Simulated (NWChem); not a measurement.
Species: C4H2BF; SMILES C#CB(F)C#C

```xyz
8

B      0.0000     0.0000     0.4357
C     -1.3272     0.0000    -0.3085
C     -2.3695     0.0000    -0.9314
H     -3.2901     0.0000    -1.4723
C      1.3272     0.0000    -0.3085
C      2.3695     0.0000    -0.9314
H      3.2901     0.0000    -1.4723
F      0.0000     0.0000     1.7698
```
Atoms are numbered in this order, from 1.

Results from NWChem. Structure relaxed at the B3LYP/6-31G* (spherical d) level. Atomic charges in e: unrestrained fits to the electrostatic potential beside Mulliken populations; buried atoms are poorly determined by the fit.

Problem. What does the run give for B3LYP/def2-SVP? Quantities: ESP B1; Mulliken B1; ESP C2; Mulliken C2; ESP C3; Mulliken C3; ESP C5; Mulliken C5; ESP C6; Mulliken C6; relative RMS misfit of the potential (%).

Solution. 
```
Property                                  Result
----------------------------------------  ------
ESP B1                                      0.79
Mulliken B1                                -0.05
ESP C2                                     -0.29
Mulliken C2                                 0.14
ESP C3                                     -0.18
Mulliken C3                                -0.10
ESP C5                                     -0.30
Mulliken C5                                 0.14
ESP C6                                     -0.18
Mulliken C6                                -0.10
relative RMS misfit of the potential (%)      28
```
